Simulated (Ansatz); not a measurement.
An input meant for GaAs₂⁺ (charge 1, singlet; atoms displaced at random, 0.03 Å in each coordinate).

```yaml
crystal:
  periodic: [false, false, false]
  atoms:
    - {symbol: Ga, position_ang: [-0.490670, -1.601846, -0.048828]}
    - {symbol: As, position_ang: [0.753102, 0.621706, 1.007862]}
    - {symbol: As, position_ang: [-0.229080, 0.956768, -0.943662]}
basis:
  gaussian: {orbitals: def2-TZVPP}
total_charge: 1
hamiltonian: {xc: {name: B2PLYP}, dispersion: rvv10}
output: {forces: true}
```

```sh
$ ansatz run in.yaml --threads 4 --pin off --events-out ev --progress --plain --max-ram 3916MiB
```

Question: Predict how Ansatz answers.

Answer: The input was rejected before any iteration. The functional holds a nonlocal dispersion part already, so the dispersion key must go.
```
Error: invalid value for `hamiltonian.dispersion`: this functional's text states its nonlocal part
```
